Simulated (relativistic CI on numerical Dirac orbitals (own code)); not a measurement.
**Hyperfine structure of Eu³⁶⁺, mass number 153**

Computed by Dirac-Coulomb-Breit CI, separate exchange-only KLI orbitals for each configuration, model QED, unscaled Slater integrals (own radial code, finite nucleus).

Configurations in the expansion (outside the closed core [Ne]): 3s2 3p6 3d9, 3s2 3p5 3d10, 3s 3p6 3d10, 3s2 3p6 3d8 4s, 3s2 3p6 3d8 4p, 3s2 3p6 3d8 4d, 3s2 3p4 3d10 4s, 3s2 3p4 3d10 4p, 3s2 3p5 3d9 4s, 3s2 3p6 3d8 4f, 3s2 3p4 3d10 4d, 3s2 3p5 3d9 4p, 3s 3p5 3d10 4s, 3s2 3p6 3d7 4s2, 3s 3p5 3d10 4p, 3s2 3p5 3d9 4d. Levels of other configurations are missing.

Nuclear spin I = 5/2, μ = 1.5294 μN, Q = 2.41 b (tables of Stone and Pyykkö). The electronic factors are computed for point nuclear moments, without core polarisation or the Bohr-Weisskopf and QED corrections.

| Level | E (eV) | A (GHz) | B (GHz) |
| --- | --- | --- | --- |
| 3s2 3p6 3d9 2D_5/2 | 0.00 | 12.71 | -102 |
| 3s2 3p6 3d9 2D_3/2 | 30.01 | 31.72 | -79.9 |
| 3s2 3p5 3d10 2P°_3/2 | 335.42 | 62.41 | -476 |
| 3s2 3p5 3d10 2P°_1/2 | 474.93 | 460.9 |  |
| 3s 3p6 3d10 2S_1/2 | 659.25 | 1483 |  |
| 3s2 3p6 3d8 4s 4F_9/2 | 1015.84 | 66.49 | -67 |
| 3s2 3p6 3d8 4s 2F_7/2 | 1018.31 | -40.6 | -62.1 |
| 3s2 3p6 3d8 4s 2D_3/2 | 1024.90 | -82.78 | 37 |

Levels with J = 0, under 50 % of one LS term, or S terms without an open s electron are left out. Small factors come from cancelling terms and can be off by tens of per cent or more.

At this charge energies of transitions that change n are usually good to better than 1 %, and those within a shell (Δn = 0) to a few per cent.

Problem. Give the hyperfine levels of 3s2 3p6 3d9 2D_5/2 relative to its centre of gravity.

Solution. With K = F(F + 1) − I(I + 1) − J(J + 1), E = AK/2 + B[¾K(K + 1) − I(I + 1)J(J + 1)]/[2I(2I − 1)J(2J − 1)]: F = 0: -182.5, F = 1: -145.3, F = 2: -80.19, F = 3: -5.413, F = 4: 51.52, F = 5: 53.96 GHz.

LS names give the leading component of a level, which can be under half, so a name can repeat, a term be missing and a line seem to break the LS rules.
